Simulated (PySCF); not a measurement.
# Name the molecule from its bond curve

A diatomic of charge 0 contains Yb. Its doublet curve at PW91 in a double-zeta basis (spin-free X2C with a Gaussian nucleus, PySCF), in eV from the separated fragments:

| R (Å) | E (eV) |
| --- | --- |
| 1.767 | -1.331 |
| 1.849 | -1.477 |
| 1.932 | -1.556 |
| 1.993 | -1.580 |
| 2.055 | -1.580 |
| 2.117 | -1.561 |
| 2.199 | -1.513 |
| 2.302 | -1.425 |
| 2.425 | -1.294 |
| 2.589 | -1.102 |

The fit gives ωe = 1235 cm⁻¹ and the rotational constant Bₑ = 4.105 cm⁻¹.

Problem. Which atom is the partner?

Solution. The minimum lies at 2.024 Å, so the reduced mass is 16.8576 u Å² cm⁻¹/(Bₑ·Re²) = 1.002 u. With Yb at 173.94 u the partner weighs about 1.0 u: H. The molecule is YbH.

Spin–orbit coupling is left out. The state is the lowest single determinant that the PBE0 search found; with open d or f shells the true ground state can be another one.
